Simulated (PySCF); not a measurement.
F3S, SMILES F[S](F)F (connectivity only; charge and spin as stated), charge -1, multiplicity 1.

Coordinates come from a B3LYP-D3(BJ)/def2-SVPD optimisation. The spin state was assumed, not searched. The isomer is the one that the SMILES or the coordinates give; other isomers of the formula were not compared.

Two levels are set side by side: PBE/def2-TZVPD (PySCF) and B3LYP/def2-TZVPD (PySCF). Same geometry, gas phase. Differences are taken from unrounded values.

| quantity | B3LYP | PBE | PBE minus B3LYP |
|---|---|---|---|
| orbital gap (eV) | 4.47 | 2.60 | -1.87 |
| highest occupied level (eV) | -0.96 | 0.34 | 1.30 |
| lowest empty level (eV) | 3.51 | 2.94 | -0.57 |
| mean polarisability (bohr³) | 40.2 | 43.1 | 2.9 |

Without exact exchange PBE keeps part of each electron's self-repulsion, which lifts occupied levels and narrows the gap. Loosely held outer electrons make PBE densities more polarisable. Differences between two approximate levels are no errors against the true value.

Rough cost on one machine, each run with all the roots and properties that it gave: B3LYP against PBE within a factor of 2.
